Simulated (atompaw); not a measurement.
**Reading a pseudo-wave (F (Z = 9))**

Columns: radius, all-electron u(r) and pseudo u(r) of the 2p shell (level -11.11 eV) of fluorine in the configuration [He] 2s2 2p5; PBE, scalar-relativistic, PAW (atompaw) scheme, atompaw 4.2.0.5.

| r (bohr) | all-electron | pseudo |
| --- | --- | --- |
| 0.052 | 0.0460 | 0.0076 |
| 0.104 | 0.1476 | 0.0302 |
| 0.156 | 0.2694 | 0.0667 |
| 0.208 | 0.3922 | 0.1157 |
| 0.260 | 0.5058 | 0.1752 |
| 0.312 | 0.6053 | 0.2428 |
| 0.363 | 0.6876 | 0.3144 |
| 0.415 | 0.7564 | 0.3901 |
| 0.467 | 0.8104 | 0.4657 |
| 0.519 | 0.8507 | 0.5385 |
| 0.571 | 0.8788 | 0.6062 |
| 0.623 | 0.8963 | 0.6668 |
| 0.675 | 0.9047 | 0.7185 |
| 0.727 | 0.9055 | 0.7604 |
| 0.779 | 0.9001 | 0.7919 |
| 0.831 | 0.8896 | 0.8129 |
| 0.883 | 0.8750 | 0.8238 |
| 0.935 | 0.8573 | 0.8255 |
| 0.987 | 0.8371 | 0.8192 |
| 1.038 | 0.8155 | 0.8065 |
| 1.090 | 0.7921 | 0.7885 |
| 1.142 | 0.7678 | 0.7669 |
| 1.194 | 0.7429 | 0.7429 |
| 1.246 | 0.7178 | 0.7179 |
| 1.298 | 0.6925 | 0.6926 |
| 1.350 | 0.6674 | 0.6674 |

Q: How many radial nodes do the two functions have?

A: The all-electron 2p function has n − l − 1 = 0; the pseudo-wave has 0.

Q: Where does each function peak?

A: Outermost all-electron maximum near 0.73 bohr, pseudo maximum near 0.94 bohr (to the table’s step).

Q: Is the pseudo-wave norm-conserving?

A: No, it belongs to a PAW set: the norm inside the radius is not constrained, and the difference is carried by the augmentation charge.
